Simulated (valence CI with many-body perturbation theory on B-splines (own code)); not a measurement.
I39+: electric-dipole lines

Method: relativistic CI+MBPT: four valence electrons over a frozen Dirac-Fock core [Ne], radial functions for each j: 11 s, 11 p, 10 d, 8 f, 5 g, 2 h, with the one-electron correlation potential Σ1, the two-electron term Σ2, the three-electron term Σ3, Breit, model QED; selected CI, second order for the rest, scaled by the run's own slope (own B-spline code, finite nucleus).

The last digits are not significant, and no measured levels were compared; by estimate large intervals hold to a few tenths of a per cent, small ones and those within an open d or f shell to about a per cent. Among the levels kept, up to 720 cm⁻¹ of a level comes from second order outside the variational space, and about a tenth of that is noise between levels of different J, which matters for small intervals.

Lines 51 to 100 of 555 in falling wavelength, among levels below 632.34 eV, chosen from the strongest by gf and those to the six lowest levels. Wavelengths and rates use the calculated energies. Electric multipoles are in the length gauge, E1 and E2 with the static RPA response of the core. Weak lines are less certain than strong ones. Lines between different terms over intervals too small for the method are left out, as are lines whose strength nearly cancels. Where a level lies close to another of its J and parity, the split of strength between their lines is uncertain. The highest levels of a list are the least certain.

Levels are named by their leading jj configuration (3d3/2^4 stands for four electrons in 3d with j = 3/2), which in mixed levels can hold well under half, so a name can repeat and another be missing. Letters in brackets count levels of one name in rising energy.

```tsv
λ vac (Å)	Upper	Lower	A (s⁻¹)	S (a.u.) with core polarisation	S without
103.5	(3s 3p1/2 3p3/2 3d5/2) J=4 [c]	(3s^2 3p3/2 3d5/2) J=4	5.72e+09	2.81e-02	2.87e-02
103.4	(3s 3p1/2 3p3/2 3d5/2) J=3 [c]	(3s^2 3p3/2 3d5/2) J=4	8.42e+09	3.22e-02	3.28e-02
102.6	(3s 3p1/2 3p3/2 3d3/2) J=2 [e]	(3s^2 3p3/2 3d3/2) J=3	1.02e+10	2.71e-02	2.76e-02
102.1	(3p1/2 3p3/2^2 3d3/2) J=2 [c]	(3s^2 3d3/2 3d5/2) J=3	9.55e+09	2.51e-02	2.56e-02
100.3	(3s 3p1/2 3d5/2^2) J=4 [b]	(3s 3p3/2^2 3d5/2) J=4 [a]	8.51e+09	3.82e-02	3.90e-02
99.75	(3s 3p1/2 3p3/2 3d3/2) J=2 [b]	(3s 3p1/2 3p3/2^2) J=3	1.25e+10	3.06e-02	3.12e-02
99.38	(3s 3p1/2 3p3/2^2) J=1 [b]	(3s^2 3p3/2^2) J=2	6.97e+09	1.01e-02	1.03e-02
99.33	(3p1/2^2 3p3/2 3d5/2) J=4	(3s 3p1/2 3p3/2 3d5/2) J=5	3.74e+10	1.63e-01	1.66e-01
99.16	(3p1/2^2 3p3/2 3d5/2) J=2	(3s 3p1/2 3p3/2 3d5/2) J=1 [a]	1.42e+10	3.43e-02	3.50e-02
98.79	(3p1/2^2 3p3/2 3d3/2) J=3	(3s 3p1/2 3p3/2 3d3/2) J=4	3.46e+10	1.15e-01	1.18e-01
98.66	(3p1/2^2 3p3/2 3d3/2) J=2	(3s 3p1/2 3p3/2 3d3/2) J=3 [a]	2.53e+10	5.99e-02	6.11e-02
97.88	(3p1/2 3p3/2^2 3d5/2) J=4 [a]	(3s 3p3/2^2 3d5/2) J=5	1.27e+10	5.28e-02	5.39e-02
97.38	(3p1/2 3p3/2^2 3d5/2) J=5	(3s 3p3/2^2 3d5/2) J=5	1.84e+10	9.22e-02	9.41e-02
91.89	(3p1/2^2 3p3/2 3d3/2) J=1	(3s 3p1/2 3p3/2 3d3/2) J=2 [b]	3.51e+10	4.03e-02	4.11e-02
90.46	(3s^2 3p1/2 3d3/2) J=2	(3s^2 3p1/2 3p3/2) J=2	1.00e+09	1.83e-03	1.86e-03
90.30	(3p1/2^2 3p3/2 3d5/2) J=4	(3s 3p1/2 3p3/2 3d5/2) J=4 [a]	2.22e+10	7.25e-02	7.39e-02
89.26	(3s 3p1/2 3d3/2 3d5/2) J=3 [e]	(3s 3p1/2 3p3/2 3d5/2) J=2 [d]	1.01e+10	2.48e-02	2.53e-02
87.74	(3s 3p1/2 3d3/2 3d5/2) J=4 [b]	(3s 3p1/2 3p3/2 3d5/2) J=4 [b]	1.35e+10	4.04e-02	4.12e-02
86.52	(3s^2 3p1/2 3d3/2) J=2	(3s^2 3p1/2 3p3/2) J=1	4.66e+07	7.44e-05	7.55e-05
85.70	(3s^2 3p3/2 3d3/2) J=1	(3s^2 3p3/2^2) J=0	3.41e+08	3.18e-04	3.26e-04
85.27	(3s 3p1/2^2 3d3/2) J=1	(3s 3p1/2^2 3p3/2) J=2	1.95e+09	1.79e-03	1.83e-03
83.19	(3s 3p1/2^2 3d3/2) J=2	(3s 3p1/2^2 3p3/2) J=2	5.83e+09	8.29e-03	8.44e-03
82.69	(3s 3p1/2 3p3/2^2) J=2 [a]	(3s^2 3p1/2 3p3/2) J=2	1.35e+08	1.89e-04	1.91e-04
82.22	(3s 3p1/2 3d5/2^2) J=3 [a]	(3s 3p1/2 3p3/2 3d5/2) J=2 [c]	1.39e+10	2.68e-02	2.72e-02
81.59	(3s 3p1/2 3d5/2^2) J=2 [a]	(3s 3p1/2 3p3/2 3d5/2) J=1 [b]	1.58e+10	2.12e-02	2.16e-02
80.43	(3s 3p1/2 3d3/2 3d5/2) J=4 [c]	(3s 3p1/2 3p3/2 3d5/2) J=3 [b]	1.72e+10	3.98e-02	4.05e-02
79.91	(3s 3p1/2 3d3/2 3d5/2) J=3 [e]	(3s 3p1/2 3p3/2 3d3/2) J=2 [e]	1.38e+10	2.43e-02	2.48e-02
79.64	(3s 3p1/2 3d5/2^2) J=4 [b]	(3s 3p1/2 3p3/2 3d5/2) J=3 [c]	9.05e+09	2.03e-02	2.07e-02
79.53	(3s^2 3p3/2 3d5/2) J=2	(3s^2 3p3/2^2) J=2	1.57e+09	1.95e-03	1.97e-03
78.61	(3s 3p1/2 3d3/2 3d5/2) J=5	(3s 3p1/2 3p3/2 3d5/2) J=5	1.07e+10	2.81e-02	2.86e-02
78.47	(3s^2 3p3/2 3d3/2) J=2	(3s^2 3p3/2^2) J=2	5.17e+08	6.16e-04	6.33e-04
78.31	(3s^2 3p3/2 3d3/2) J=1	(3s^2 3p3/2^2) J=2	2.83e+08	2.01e-04	2.08e-04
78.24	(3s^2 3p1/2 3d5/2) J=3	(3s^2 3p1/2 3p3/2) J=2	4.13e+09	6.83e-03	6.93e-03
78.23	(3s^2 3p3/2 3d3/2) J=3	(3s^2 3p3/2^2) J=2	5.25e+09	8.68e-03	8.85e-03
77.75	(3p1/2^2 3p3/2 3d5/2) J=3	(3s 3p1/2 3p3/2 3d3/2) J=2 [b]	1.18e+10	1.92e-02	1.96e-02
77.53	(3s 3p1/2 3d5/2^2) J=5	(3s 3p1/2 3p3/2 3d5/2) J=4 [b]	3.33e+10	8.43e-02	8.58e-02
77.25	(3s 3p3/2^2 3d3/2) J=3 [b]	(3s 3p3/2^3) J=2	1.30e+10	2.06e-02	2.10e-02
77.15	(3p1/2 3p3/2^2 3d3/2) J=4	(3s 3p1/2 3p3/2 3d5/2) J=3 [c]	1.06e+10	2.16e-02	2.21e-02
77.06	(3p1/2 3p3/2^2 3d5/2) J=4 [a]	(3s 3p1/2 3p3/2 3d5/2) J=3 [d]	1.31e+10	2.67e-02	2.72e-02
76.09	(3s^2 3p1/2 3d3/2) J=1	(3s^2 3p1/2 3p3/2) J=2	3.47e+09	2.26e-03	2.31e-03
76.03	(3s 3p1/2 3d3/2^2) J=3	(3s 3p1/2 3p3/2 3d3/2) J=2 [a]	1.23e+10	1.87e-02	1.91e-02
75.83	(3s 3p1/2 3d3/2 3d5/2) J=3 [e]	(3s 3p1/2 3p3/2 3d5/2) J=3 [b]	2.19e+10	3.30e-02	3.37e-02
75.71	(3p1/2 3p3/2^2 3d5/2) J=3 [a]	(3p1/2 3p3/2^3) J=2	1.48e+10	2.22e-02	2.26e-02
75.28	(3s 3p1/2 3d3/2 3d5/2) J=4 [c]	(3s 3p1/2 3p3/2 3d5/2) J=3 [a]	2.76e+10	5.24e-02	5.34e-02
75.15	(3s 3p1/2 3d3/2 3d5/2) J=3 [b]	(3s 3p1/2 3p3/2 3d3/2) J=2 [c]	1.22e+10	1.79e-02	1.82e-02
75.13	(3s 3p1/2 3d3/2 3d5/2) J=3 [e]	(3s 3p1/2 3p3/2 3d5/2) J=4 [b]	2.22e+10	3.25e-02	3.31e-02
74.91	(3s 3p1/2 3p3/2 3d5/2) J=4 [b]	(3s 3p1/2 3p3/2^2) J=3	2.07e+10	3.86e-02	3.93e-02
74.79	(3s 3p3/2^2 3d5/2) J=5	(3s^2 3p3/2 3d5/2) J=4	5.74e+10	1.30e-01	1.33e-01
74.66	(3s 3p1/2 3d3/2 3d5/2) J=3 [d]	(3s 3p1/2 3p3/2 3d5/2) J=3 [a]	1.75e+10	2.51e-02	2.56e-02
74.31	(3s 3p1/2 3p3/2 3d5/2) J=0	(3s 3p1/2 3p3/2^2) J=1 [b]	1.00e+11	2.03e-02	2.07e-02
```
